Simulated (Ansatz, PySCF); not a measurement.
Reaction (SMILES): C[S][GeH2] -> C[S][GeH2-] (an electron is taken up)
Each molecule is optimised on its own at B3LYP-D3(BJ)/def2-TZVP (Ansatz, a program for electronic structure), one conformer each, not searched for the lowest. Frequencies are from Ansatz or PySCF.
Geometry of the first species:
SMILES: C[S][GeH2]
```xyz
8

C     -2.0502    -0.6264    -0.4521
S     -0.9899     0.2191     0.7736
Ge     1.0073     0.0347    -0.2015
H     -1.9498    -0.1679    -1.4339
H     -1.8067    -1.6853    -0.5080
H     -3.0766    -0.5162    -0.1075
H      0.8427     0.4372    -1.6988
H      1.8968     1.0744     0.5306
```
Charge 0, spin multiplicity 2.

Property: adiabatic electron affinity (0 K, with B3LYP-D3(BJ) harmonic zero-point energies), positive where the reaction releases energy, in eV. Cores are frozen in the correlated levels unless marked. Open shells are spin-unrestricted. Spin-orbit coupling is left out. Frozen are the shells of the preceding noble gas and the d and f shells that filled before the atom's block. No relativistic terms. Anions need diffuse functions: def2-D sets add few; the other sets have none. CBS marks a two-point X^-3 extrapolation of the correlation energy; Hartree-Fock from the larger set.

```json
[
 {"level": "PBE0/STO-3G", "program": "Ansatz", "adiabatic electron affinity (eV)": "-2.67"},
 {"level": "PBE0/def2-SVP", "program": "Ansatz", "adiabatic electron affinity (eV)": "1.65"},
 {"level": "PBE0-D4/def2-TZVPD", "program": "Ansatz + dftd4", "adiabatic electron affinity (eV)": "___"},
 {"level": "r2SCANh-D4/def2-TZVPD", "program": "Ansatz + dftd4", "adiabatic electron affinity (eV)": "1.82"},
 {"level": "CAM-B3LYP-D3(BJ)/def2-TZVPD", "program": "Ansatz + dftd3", "adiabatic electron affinity (eV)": "1.95"},
 {"level": "PBE-QIDH/def2-TZVPD", "program": "Ansatz", "adiabatic electron affinity (eV)": "___"},
 {"level": "CCSD/def2-TZVPPD", "program": "Ansatz", "adiabatic electron affinity (eV)": "1.83"},
 {"level": "CCSD(T)/CBS(def2-TZVPPD,def2-QZVPPD)", "program": "Ansatz", "adiabatic electron affinity (eV)": "___"}
]
```

Q: Fill in the missing entries.

A: 
- PBE0-D4/def2-TZVPD, adiabatic electron affinity (eV): 1.86
- PBE-QIDH/def2-TZVPD, adiabatic electron affinity (eV): 1.81
- CCSD(T)/CBS(def2-TZVPPD,def2-QZVPPD), adiabatic electron affinity (eV): 1.96
